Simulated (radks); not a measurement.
Excited configurations of the vanadium ion V2+: one electron is placed in a higher orbital outside [Ar] 3d2. The ground configuration is [Ar] 3d3. All-electron calculation, scalar-relativistic Kohn-Sham, PBE, spin-polarised, spherical densities, finite nucleus; open shells are filled with parallel spins first; Fermi nuclear charge, rms radius 3.6002 fm. Program: a radial shooting solver on a logarithmic mesh with Libxc functionals. Excitation = E - E(ground); binding = E(ion) - E, where the ion is the core of charge +3; n* = 3/sqrt(2 binding) in atomic units, and the quantum defect is n - n*.

outer orbital,excitation (eV),binding (eV),n*,eigenvalue (eV)
4s,5.514,24.371,2.242,-20.607
4p,10.862,19.023,2.537,-15.829
4f,21.864,8.021,3.907,-6.463
5p,19.866,10.019,3.496,-8.579
5d,22.597,7.288,4.099,-6.154
6p,23.690,6.194,4.446,-5.382
6d,25.040,4.845,5.027,-4.177
6f,26.074,3.811,5.668,-3.256
7s,25.183,4.701,5.103,-4.111
7d,26.433,3.452,5.956,-3.011
7f,27.055,2.830,6.578,-2.455

The Delta-SCF ionisation energy is 29.885 eV (NIST Atomic Spectra Database: 29.311 eV, measured). Self-interaction in the functional shifts the binding energies and quantum defects, so they are the method's values and not measured ones. Open shells are spherical and high-spin; term and fine-structure splittings are not resolved.
